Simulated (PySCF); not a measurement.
Computed shifts of a molecule H6O3Si2, PBE/pcSseg-1 in PySCF, GIAO, gas phase, atoms alike by connectivity averaged where their shifts nearly agree, in ppm (number of nuclei): ²⁹Si: -12.2 (1), -26.8 (1). ¹H: 5.75 (1), 5.58 (1), 5.47 (1), 4.54 (1), 2.52 (1), 0.41 (1). References: ¹⁷O against H2O (σ = 334.3 ppm); ²⁹Si against TMS (σ = 335.4 ppm); ¹H against TMS (σ = 31.49 ppm), references at their B3LYP-D3(BJ)/def2-TZVP geometries, non-relativistic. The structure is a stationary point at ωB97X-D3(BJ)/def2-SVP. One conformer was computed; it need not be the lowest.

### Question
Which structure fits?
(A) O[SiH2][SiH](O)O
(B) O[SiH](O)O[SiH3]
(C) O[Si](O)(O)[SiH3]
(D) O[SiH2]O[SiH2]O

### Answer
A, O[SiH2][SiH](O)O
